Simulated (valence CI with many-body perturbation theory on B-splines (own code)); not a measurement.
# Questions on Lu³¹⁺

Computed by relativistic CI+MBPT: four valence electrons over a frozen Dirac-Fock core [Kr], a basis of 7 s, 7 p, 8 d, 6 f, 4 g, 1 h functions for each j, with the one-electron correlation potential Σ1 (screened to all orders), the two-electron term Σ2, the three-electron term Σ3, Breit, model QED; selected single and double excitations, second order for the rest, scaled by the run's own slope (own B-spline code, finite nucleus).

No measured spectrum was set against this ion. As an estimate, large intervals hold to a few tenths of a per cent, small ones and those within an open d or f shell to about a per cent. The list stops below the first excitations out of the core.

Levels are named by their leading jj configuration (3d3/2^4 stands for four electrons in 3d with j = 3/2), which in mixed levels can hold well under half, so a name can repeat and another be missing.

Rates and lifetimes use the calculated energies. Strong lines usually hold to 10 to 20 %, long lifetimes can be off by a factor of two.

Task: What is the ground level?

Result: (4d3/2^4) J=0, composition 57 % 4d4 3P + 32 % 4d4 5D + 11 % 4d4 1S.

Task: What is the ionisation energy?

Result: 1244 eV; NIST lists 1242 ± 4 eV (theoretical).

Task: How well does LS coupling describe the low levels?

Result: Among the lowest 20 levels the leading LS term, summed over configurations, holds 47 % on average. For single configurations the figures are 47 % in LS and 91 % in jj coupling. Terms mix most in the J = 4 level at 15.539 eV, where the leading one holds 30 %.

Task: Name the longest-lived excited levels whose lifetime is computed, and their main decay.

Result: (4d3/2^2 4d5/2^2) J=6 at 29.923 eV lives 100 ms, mostly by M1 to (4d3/2^2 4d5/2^2) J=5. The lifetime of (4d3/2^3 4d5/2) J=4 is too uncertain to give, and may be longer.
